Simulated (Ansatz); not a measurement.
This geometry of ClH$_{3}$Sn (5 atoms, charge 0, multiplicity 1) is a first-order saddle point.

Theory: RKS PBE/def2-SVP in Ansatz 0.2.0.

```xyz
5
Properties=species:S:1:pos:R:3
Sn 0.251 0.000 -0.449
Cl 1.314 0.000 2.028
H 1.866 0.000 0.395
H -0.819 1.381 -0.352
H -0.819 -1.381 -0.352
```

Q: Which two structures does it join? (They come from a converged band through this point; their orientation in space is the band's.)

A: Bonds broken: Sn1–Cl2, Sn1–H3. Bonds formed: Cl2–H3.

Image 0:

```xyz
5
Properties=species:S:1:pos:R:3
Sn 0.328 0.000 0.072
Cl 0.725 0.000 2.417
H 1.878 0.000 -0.683
H -0.569 1.432 -0.269
H -0.569 -1.432 -0.269
```

Image 8:

```xyz
5
Properties=species:S:1:pos:R:3
Sn -0.170 0.000 -0.924
Cl 1.523 0.000 1.481
H 2.661 0.000 0.852
H -1.111 1.275 -0.070
H -1.111 -1.275 -0.070
```

Q: How far does it lie above each of them?

A: 1.67 eV above the first and 0.41 eV above the second. This is the barrier of this one path; another mechanism may lie lower. The orbitals stay closed-shell, which can raise the energy where a bond breaks towards radicals; this wasn't checked here.

Time of the run: 47 s on 1 thread of Intel(R) Xeon(R) Platinum 8488C (Sapphire Rapids), with other jobs on the host, peak memory 0.12 GiB.
